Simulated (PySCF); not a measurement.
Job file and geometry (Å, from PBE0-D3(BJ)/def2-TZVP) of an NMR shielding run on SMILES Cl[Si](Cl)(Cl)Cl, Cl$_{4}$Si, GIAO B97-2/pcSseg-2 NMR shielding, non-relativistic, gas phase in PySCF; density fitting, a coarse starting grid and PySCF grid level 2 are the driver's defaults:

```
$ OMP_NUM_THREADS=2 python probes_run.py task.json out

{"job": {"kind": "nmr", "xc": "B97-2", "basis": "pcSseg-2", "pop": false}, "charge": 0, "multiplicity": 1}
Cl     1.691462     0.669452    -0.898194
Si     0.006372    -0.005502    -0.008803
Cl     0.186910     0.171687     1.996795
Cl    -1.574520     1.084683    -0.640526
Cl    -0.278658    -1.947876    -0.490884
```

Problem. Write the output of this run.

Solution. 
```
coarse grid: 8120 points
cycle   1  E = -2130.7133408936  dE =  6.422e-01  |g| = 4.562e-01  |ddm| = 2.148e+00
cycle   2  E = -2130.6642403897  dE =  4.910e-02  |g| = 6.667e-01  |ddm| = 9.267e-01
cycle   3  E = -2130.7644573460  dE = -1.002e-01  |g| = 7.412e-02  |ddm| = 5.526e-01
cycle   4  E = -2130.7655476309  dE = -1.090e-03  |g| = 1.930e-02  |ddm| = 6.974e-02
cycle   5  E = -2130.7656219827  dE = -7.435e-05  |g| = 1.582e-03  |ddm| = 1.572e-02
cycle   6  E = -2130.7656224608  dE = -4.781e-07  |g| = 2.889e-04  |ddm| = 1.227e-03
final grid: 58912 points
cycle   7  E = -2130.7581605284  dE = -5.016e-05  |g| = 1.271e-02  |ddm| = 2.099e-02
cycle   8  E = -2130.7581608326  dE = -3.042e-07  |g| = 8.859e-03  |ddm| = 1.209e-02
cycle   9  E = -2130.7581707681  dE = -9.936e-06  |g| = 2.992e-03  |ddm| = 8.129e-03
cycle  10  E = -2130.7581728910  dE = -2.123e-06  |g| = 2.992e-04  |ddm| = 2.435e-03
cycle  11  E = -2130.7581729102  dE = -1.919e-08  |g| = 2.820e-05  |ddm| = 2.668e-04
cycle  12  E = -2130.7581729103  dE = -8.458e-11  |g| = 5.673e-06  |ddm| = 1.517e-05
converged SCF energy = -2130.7581729103

GIAO shielding tensors (ppm)
atom      isotropic    diamagn.    paramagn.     s11        s22        s33       span
  0 Cl     770.380    1148.002    -377.623    672.581    672.737    965.821    293.240
  1 Si     342.913     873.180    -530.267    342.802    342.938    342.999      0.197
  2 Cl     770.191    1148.029    -377.839    672.348    672.530    965.694    293.346
  3 Cl     770.306    1148.021    -377.716    672.462    672.606    965.850    293.388
  4 Cl     770.322    1148.004    -377.682    672.463    672.684    965.817    293.354
```

Problem. Turn these shieldings into chemical shifts. Scale: 35Cl (σref 941.52) against HCl; 29Si (σref 348.46) vs TMS (reference shieldings calculated alike).

Solution. Averaging equivalent atoms: Cl 0/2/3/4: 171; Si 1: 5.5 ppm. 

Size and cost of the density-fitted run: 215 basis functions, 33 s wall time (65 s CPU) on 2 threads of an Intel Xeon, shared host; peak memory 1.4 GiB.
